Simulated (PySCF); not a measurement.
Identify the unknown among the candidates.

All candidates are C7H4N2.

| technique | computed result |
| --- | --- |
| Polarisability | 99.6 au [CAM-B3LYP/def2-SVPD] |
| UV, first state | lowest singlet excitation: 4.50 eV (275 nm, f = 0.000) [TDDFT CAM-B3LYP/def2-SVPD] |
| Dipole | 7.33 D [CAM-B3LYP/def2-SVPD] |
| Rotational structure | rotational constants A, B, C: 3.458, 0.838, 0.677 GHz [GFN2-xTB] |
| 13C NMR | chemical shifts (computed TMS as zero) by class: 124.0 (1 C), 121.9 (1 C), 120.0 (1 C), 118.6 (1 C), 115.4 (1 C), 81.9 (1 C), 6.2 (1 C) ppm [GIAO PBE0/pcSseg-1] |
| UV, strongest line | among the 8 lowest singlet transitions: S2 at 4.60 eV (269 nm, f = 0.505) [TDDFT CAM-B3LYP/def2-SVPD] |
| 1H NMR | chemical shifts (computed TMS as zero) by class: 6.01 (1 H), 2.38 (3 H) ppm [GIAO PBE0/pcSseg-1] |
| NMR, other nuclei | isotropic shieldings of nuclei other than C and H, by class: -83 (1 N), -66 (1 N) ppm [GIAO PBE0/pcSseg-1] |
| Triplet | lowest triplet excitation (Tamm–Dancoff): 2.55 eV [TDA CAM-B3LYP/def2-SVPD] |

The electronic properties come from PySCF, for the isolated species, density fitting. Levels stand in brackets. Isolated species at its GFN2-xTB geometry, gas phase. NMR classes are plain means over equivalent atoms (diastereotopic ones count apart unless rotation or inversion swaps them), as if these changed places fast.

Question: Which candidate is it?
A. `CC#C/C(C#N)=C\C#N`
B. `CC#C/C(C#N)=C/C#N`
C. `N#CC1=CC=C(C#N)C1`

Answer: B. It is `CC#C/C(C#N)=C/C#N`. Numbering: `[CH3:1][C:2]#[C:3]/[C:4]([C:5]#[N:6])=[CH:7]/[C:8]#[N:9]`. Its formula, C7H4N2, gives 7 degrees of unsaturation: 0 rings and 7 π bonds in the structure found. 7 carbons fall into 7 classes; from least to most shielded: alkene CH carbon [C7] (124.0 ppm), fully substituted alkene carbon [C4] (121.9 ppm), nitrile carbon [C8] (120.0 ppm), nitrile carbon [C5] (118.6 ppm), alkyne carbon [C2] (115.4 ppm), alkyne carbon [C3] (81.9 ppm), propargylic carbon [C1] (6.2 ppm). Hydrogen classes from least to most shielded: 1 H on an alkene CH carbon, C7 (6.01 ppm), 3 H on a propargylic carbon, C1 (2.38 ppm). The other shieldings belong to: -83 ppm, nitrile nitrogen [N9]; -66 ppm, nitrile nitrogen [N6]. S1 is mainly HOMO−1→LUMO (weight 0.96); the largest Löwdin shares of the orbital it empties are 0.38 on an alkyne carbon, 0.36 on an alkyne carbon, 0.08 on the propargylic carbon and 0.04 on the fully substituted alkene carbon, of the orbital it fills 0.23 on the alkene CH carbon, 0.21 on the fully substituted alkene carbon, 0.11 on a nitrile nitrogen and 0.09 on a nitrile carbon. By its constants the optimised geometry is an asymmetric top.

The others, at the same levels:
- `N#CC1=CC=C(C#N)C1` fails: it has 4 carbon classes against 7; its computed 13C shifts are 154.2 (2 C), 128.5 (2 C), 120.1 (2 C), 52.7 (1 C) ppm, 1H shifts are 7.47 (2 H), 3.50 (2 H) ppm and lowest singlet excitation is 4.29 eV (289 nm, f = 0.343) (against 4.50 eV).
- `CC#C/C(C#N)=C\C#N` fails: its computed static isotropic polarisability is 96.8 au (against 99.6 au), rotational constant A is 1.546 GHz (against 3.458 GHz) and smallest rotational constant is 0.749 GHz (against 0.677 GHz).
